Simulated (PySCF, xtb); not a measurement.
FH6NSi2, SMILES N[SiH2][SiH2]F. The values are those of a single conformer.

Harmonic wavenumbers (cm⁻¹) from GFN2-xTB run with xtb at its own minimum, in rising order: 12, 113, 162, 195, 372, 429, 455, 538, 604, 616, 710, 717, 760, 781, 816, 820, 889, 1527, 2206, 2212, 2240, 2274, 3469, 3500.

Problem. What does PySCF 2.14.0 with PBE-D3(BJ)/def2-SVP give at its own minimum? (The exact figures need the calculation; the answer reports its results.)

Solution. 48, 99, 156, 179, 386, 397, 473, 512, 687, 712, 802, 811, 814, 855, 885, 900, 916, 1502, 2128, 2141, 2145, 2159, 3468, 3560. Paired by order, the mean absolute difference is 53 cm⁻¹ and the zero-point energies are 37.8 and 38.2 kcal/mol.
